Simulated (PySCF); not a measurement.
Computed structure and properties of WO2(OH)2

System: WO2(OH)2 (singlet); start: template (C2). Method: PySCF 2.14.0, RKS r2SCAN, W def2-SVP with ECP60, O def2-SVP, H def2-SVP; non-relativistic Hamiltonian with scalar-relativistic core potentials where named; density fitting; no spin-orbit coupling.

Input of the relaxation:

```python
mol = gto.M(atom='''
W      0.00000     0.00000     0.03528
O      0.87160     0.87160     0.90688
O     -0.87160    -0.87160     0.90688
O      1.03650    -1.03650    -1.00122
H      1.28000    -1.63000    -1.72282
O     -1.03650     1.03650    -1.00122
H     -1.28000     1.63000    -1.72282''',
    basis={'W': 'def2-SVP', 'O': 'def2-SVP', 'H': 'def2-SVP'},
    ecp={'W': 'def2-SVP'},
    charge=0, spin=0)
mf = dft.RKS(mol, xc='R2SCAN')
mf.grids.atom_grid = (50, 194)
mf = mf.density_fit()  # fitting sets: W def2-universal-JKFIT, O def2-universal-JKFIT, H def2-universal-JKFIT
mf.conv_tol = 1e-08; mf.max_cycle = 55
mf.kernel(dm0)  # dm0: converged density of the start geometry
# quasi-Newton relaxation in Cartesian coordinates to a largest gradient under 0.00045 Eh/bohr, steps kept in the point group
```

Run from Python with OMP_NUM_THREADS=2; the lines above give its settings. Where DIIS fails, smearing, a level shift and second-order steps follow.
It took 78 s on 2 threads of Arm Neoverse V2, on a shared host, from the converged density of the start.

Course of the relaxation:

| step | energy above end (eV) | largest force component within the symmetry (eV/Å) |
| --- | --- | --- |
| 0 | 4.3143 | 21.868 |
| 1 | 0.6651 | 6.934 |
| 2 | 0.2659 | 1.711 |
| 3 | 0.2031 | 1.149 |
| 4 | 0.1643 | 1.225 |
| 5 | 0.1224 | 0.780 |
| 6 | 0.1088 | 1.815 |
| 7 | 0.0643 | 1.139 |
| 16 | 0.0013 | 0.204 |
| 17 | 0.0003 | 0.025 |
| 18 | 0.0002 | 0.041 |
| 19 | 0.0001 | 0.050 |
| 20 | 0.0000 | 0.026 |
| 21 | 0.0000 | 0.013 |
(The steps between are left out.)

Relaxed geometry (C2):

```xyz
7

W     0.0000    0.0000   -0.1803
O     0.8899    1.0639    0.8309
O    -0.8899   -1.0639    0.8309
O     1.2103   -0.9920   -1.2390
H     1.2889   -1.9534   -1.3012
O    -1.2103    0.9920   -1.2390
H    -1.2889    1.9534   -1.3012
```

```json
{"contact": "W1–O2 (O)", "Å": "1.717"}
{"contact": "W1–O3 (O)", "Å": "1.717"}
{"contact": "W1–O4 (OH)", "Å": "1.889"}
{"contact": "W1–O6 (OH)", "Å": "1.889"}
```

On the finer grid (75, 302):

```yaml
HOMO: -7.57 eV
LUMO: -2.28 eV
Dipole_about_the_centre_of_mass: 3.00 D
Set_of_Mulliken_populations_of_W1_outside_the_core_potential: s 2.38, p 6.35, d 3.88, f 0.22
D3_BJ_dispersion_energy_not_in_the_energies: -0.036 eV
```

```
atom  Mulliken (e)  Löwdin (e)  spin (e)
  W1          1.17        0.38      0.00
  O2         -0.38       -0.17      0.00
  O3         -0.38       -0.17      0.00
  O4         -0.46       -0.15      0.00
  H5          0.25        0.13      0.00
  O6         -0.46       -0.15      0.00
  H7          0.25        0.13      0.00
```

No frequency check is given for this geometry.

Rigid scan of O along the line from its metal:

(distance to O2 (Å), energy (eV)): (1.42, 4.269), (1.52, 1.567), (1.62, 0.326), (1.72, 0.000), (1.82, 0.232), (1.92, 0.789), (2.02, 1.519), (2.17, 2.739)

Taking off one OH (charge -1, singlet; the rest: singlet) in vacuum, both parts rigid, costs 14.55 eV; the small basis without counterpoise inflates it. Most of it is the attraction of opposite charges; other ways to part are cheaper, and one spin state was tried for the rest.

Rigid scan of OH along the line from its metal:

distance to O4 (Å), energy (eV) and a bar:
```
     1.59      2.324 #############
     1.69      0.861 #####
     1.79      0.181 #
     1.89      0.000 
     1.99      0.129 #
     2.09      0.444 ##
     2.29      1.333 #######
     2.59      2.759 ###############
     2.99      4.284 #######################
     3.49      5.484 ##############################
```

One start shape was tried, so this needn't be the lowest isomer.
